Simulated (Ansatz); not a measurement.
Sn₂F₄⁺. Charge 1, multiplicity 2. Geometry PBE0-D4/def2-SVP, that of the neutral singlet; atoms count from 1.

| atom | x (Å) | y (Å) | z (Å) |
| --- | --- | --- | --- |
| Sn1 | -0.336 | -1.650 | 0.346 |
| Sn2 | 0.338 | 1.665 | -0.340 |
| F3 | -1.239 | 0.211 | -0.238 |
| F4 | 1.245 | -0.200 | 0.217 |
| F5 | -0.060 | -2.068 | -1.542 |
| F6 | 0.053 | 2.043 | 1.556 |

In the def2 sets Sn takes a core potential; there is no spin–orbit coupling. The structure comes from a short search, and lower isomers may exist.

Q: Estimate the Mulliken populations from the PBE0/def2-TZVP orbitals of Ansatz.

A: 
```json
{"atom": "Sn1", "charge (e)": "1.35", "spin (α − β)": "0.31"}
{"atom": "Sn2", "charge (e)": "1.34", "spin (α − β)": "0.30"}
{"atom": "F3", "charge (e)": "-0.45", "spin (α − β)": "0.09"}
{"atom": "F4", "charge (e)": "-0.45", "spin (α − β)": "0.09"}
{"atom": "F5", "charge (e)": "-0.39", "spin (α − β)": "0.11"}
{"atom": "F6", "charge (e)": "-0.40", "spin (α − β)": "0.11"}
```
Mulliken values and Mayer orders depend strongly on the basis.

Q: Where does the spin sit?

A: Summed by element: Sn 0.61, F 0.39, of 1 unpaired in all. Largest on single atoms: Sn1 0.31, Sn2 0.30, F5 0.11.

Q: And the Mayer bond orders between bonded heavy atoms (over 0.3)?

A: Sn1–F3 0.43 (2.15 Å); Sn1–F4 0.43 (2.15 Å); Sn1–F5 0.88 (1.95 Å); Sn2–F3 0.43 (2.15 Å); Sn2–F4 0.43 (2.15 Å); Sn2–F6 0.88 (1.95 Å).
